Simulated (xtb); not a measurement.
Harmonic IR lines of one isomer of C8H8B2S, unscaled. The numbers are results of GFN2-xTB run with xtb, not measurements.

wavenumber (cm⁻¹): 653 (vw), 793 (w), 813 (vs), 823 (m), 840 (w), 911 (w), 1071 (m), 1162 (vw), 1210 (s), 1228 (m), 1254 (m), 1316 (w), 1383 (m), 1440 (w), 1483 (m), 1528 (w), 1572 (m), 2642 (vs), 2648 (s), 2677 (m), 2689 (m), 3075 (vw), 3089 (m), 3119 (w)

**Question.** Identify which structure gives these lines.
A) `Bc1ccc2cc(B)sc2c1`
B) `Bc1cc2c(B)cccc2s1`
C) `Bc1ccc2scc(B)c2c1`
D) `Bc1ccc(B)c2sccc12`

**Answer.** A, `Bc1ccc2cc(B)sc2c1`
